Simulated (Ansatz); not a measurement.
Geometry optimisation, Ansatz 0.2.0, RKS BLYP/def2-SVP.

The input (input.yaml):

```yaml
crystal:
  periodic: [false, false, false]
  atoms:
    - { symbol: Sn, position_ang: [0.265062, 0.060284, -0.164243] }
    - { symbol: H, position_ang: [0.016563, -0.028154, 1.556075] }
    - { symbol: H, position_ang: [1.981965, -0.039362, -0.43312] }
    - { symbol: H, position_ang: [-0.337226, 1.558468, -0.761737] }
    - { symbol: H, position_ang: [-0.481101, -1.29284, -0.941075] }
    - { symbol: O, position_ang: [-2.617011, 0.044296, 1.13743] }
    - { symbol: H, position_ang: [-2.887229, -0.889424, 1.009532] }
    - { symbol: H, position_ang: [-1.837723, -0.042968, 1.743038] }
basis:
  gaussian: { orbitals: def2-SVP }
hamiltonian:
  xc: blyp
relax:
  f_tol: 0.03
  max_steps: 50
```

Run as:

```bash
$ ansatz run input.yaml --threads 1 --pin off --max-ram 2048MiB --backend cpu --events-out ev --progress --plain --runs-dir out
```

Task: Where does it end, and by what steps?

Result: The run converged. After 8 steps the energy has fallen by 0.056 eV; H8 moved furthest, 0.58 Å.

| step | energy less start (eV) | largest force component (eV/Å) | accepted |
| --- | --- | --- | --- |
| 0 | 0.0000 | 0.481 | yes |
| 1 | -0.0289 | 0.341 | yes |
| 2 | 0.0664 | 1.617 | no |
| 3 | -0.0370 | 0.457 | yes |
| 4 | -0.0465 | 0.140 | yes |
| 5 | -0.0531 | 0.214 | yes |
| 6 | -0.0553 | 0.098 | yes |
| 7 | 0.0111 | 2.153 | no |
| 8 | -0.0559 | 0.004 | yes |

```xyz
8
Properties=species:S:1:pos:R:3
Sn 0.361 0.044 -0.150
H 0.378 -0.092 1.578
H 2.016 -0.021 -0.687
H -0.322 1.546 -0.653
H -0.472 -1.304 -0.846
O -2.691 0.030 1.031
H -2.803 -0.936 0.923
H -2.364 0.104 1.950
```

Whether the end is a true minimum wasn't checked by a vibrational analysis.

The run took 16 s on 1 thread of Arm Neoverse V1 (shared host), peak memory 0.12 GiB.
